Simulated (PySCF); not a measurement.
# Excitation energy of Ba by level of theory

Ba [Xe] 6s2 (1S) → Ba [Xe] 6p2 (3P), as a difference of total energies. All numbers are calculated (PySCF 2.14, scalar relativity by spin-free X2C-1e, in x2c-TZVPPall with one added diffuse shell each of s, p, d type (12s8p7d2f1g, 94 functions)). Correlated levels: valence: [Xe] frozen; valence and next inner shell: [Kr] 4d10 frozen. The calculations carry no spin-orbit coupling.

```csv
method,excitation energy (cm⁻¹)
UHF,26913
LDA,31922
PBE,29305
PBE0,29478
r2SCAN,26987
BHandHLYP,32261
TPSSh,28076
B2PLYP,31624
MP2 (valence),29738
SCS-MP2 (valence),31103
MP2 (valence and next inner shell),33193
SCS-MP2 (valence and next inner shell),33818
```

A first-order spin-orbit estimate (lowest level to lowest level, LS coupling) adds -0.065 eV.
